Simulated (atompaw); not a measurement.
## Logarithmic derivatives: thulium (Tm), PAW (atompaw)

| Quantity | Value |
| --- | --- |
| Element | Tm (Z = 69) |
| Generator | atompaw 4.2.0.5 |
| Type | PAW |
| Functional | PBE |
| Relativity | scalar-relativistic |
| Frozen core | [Kr] |
| Valence charge | 33 |
| Reference configuration | 4d10 4f13 5s2 5p6 5d0 6s1 6p1 |
| Partial waves | 5s (bound): rc 1.85 bohr; 6s (bound): rc 2.30 bohr; 5p (bound): rc 2.25 bohr; 6p (bound): rc 2.30 bohr; 4d (bound): rc 0.95 bohr; 5d (bound, empty): rc 2.30 bohr; 4f (bound): rc 0.75 bohr; 4f channel at 0.3 Ry: rc 0.75 bohr |
| Local potential | bessel scheme, radius 1.95 bohr |
| Core correction | smooth core density matched at 1.90 bohr |
| Augmentation charge | besselshape compensation charge, radius 1.70 bohr; PAW radius 2.30 bohr; waves and projectors: custom polynom vanderbiltortho |

The phase is arctan(r·u′/u) with u = r·R(r), unwrapped; energies in Ry, scanned from -15 to 5 Ry. A pole is an energy at which the radial function vanishes at the test radius. The pseudo phase is shifted by a multiple of π to meet the all-electron one at the reference energy, and phase errors are pseudo minus all-electron; the curves can meet again beyond the range given. Levels narrower than the energy grid can be missing from the lists of poles.

| channel | radius (bohr) | reference energy (Ry) | poles, all-electron | poles, pseudo | unbroken range about the reference energy with phases within 0.05 rad | phase error 1 Ry above the reference energy (rad) |
| --- | --- | --- | --- | --- | --- | --- |
| s | 2.31 | -0.35 | -3.83 | -3.83 | the whole range | -0.004 |
| p | 2.31 | -0.13 | -1.57 | -1.57 | the whole range | +0.000 |
| d | 2.31 | -0.14 | -12.74, 1.64 | -12.74, 1.80 | below 3.0 | +0.013 |
| f | 2.31 | -0.34 | -0.27 | -0.27 | the whole range | +0.000 |

Phases in the s channel:

```tsv
E (Ry)	all-electron	pseudo
-15.00	1.452	1.452
-14.04	1.448	1.448
-13.08	1.443	1.442
-12.12	1.437	1.437
-11.16	1.430	1.430
-10.20	1.422	1.421
-9.24	1.412	1.412
-8.28	1.399	1.399
-7.32	1.383	1.383
-6.36	1.358	1.358
-5.40	1.310	1.310
-4.44	0.994	0.994
-3.48	-1.688	-1.688
-2.52	-1.796	-1.796
-1.56	-1.885	-1.885
-0.60	-2.036	-2.036
0.36	-2.462	-2.463
1.32	-3.723	-3.735
2.28	-4.358	-4.369
3.24	-4.549	-4.560
4.20	-4.639	-4.654
```
